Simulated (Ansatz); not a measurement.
Basis-set extrapolation for `CCCCc1ccccc1` (PBE0-D4/def2-TZVP geometry, frozen core, the Gaussian-basis code of Ansatz). Multiplicity 1, RHF reference.

|  | def2-TZVPP | def2-QZVPP |
| --- | --- | --- |
| HF | -386.981244 | -386.998106 |
| MP2 correlation | -1.648034 | -1.750740 |
| CCSD(T) correlation | -1.793334 | not run |

Energies in hartree. Use E(X) = E(∞) + A·exp(−7.88·√X) for Hartree–Fock and E(X) = E(∞) + B·X^(−2.97) for correlation, with X = 3 and 4, and add CCSD(T) minus MP2 of the smaller set to the MP2 limit.

Q: What is the CCSD(T) energy at the basis-set limit?

A: HF limit: -386.998106 + (-0.016862) × 0.13774 = -387.00043. MP2 limit: -1.750740 + (-0.102706) × 0.74074 = -1.82682. Higher-order term: -1.793334 − (-1.648034) = -0.14530. Total: -388.97255 hartree, 519.8 kJ/mol below CCSD(T)/def2-TZVPP.
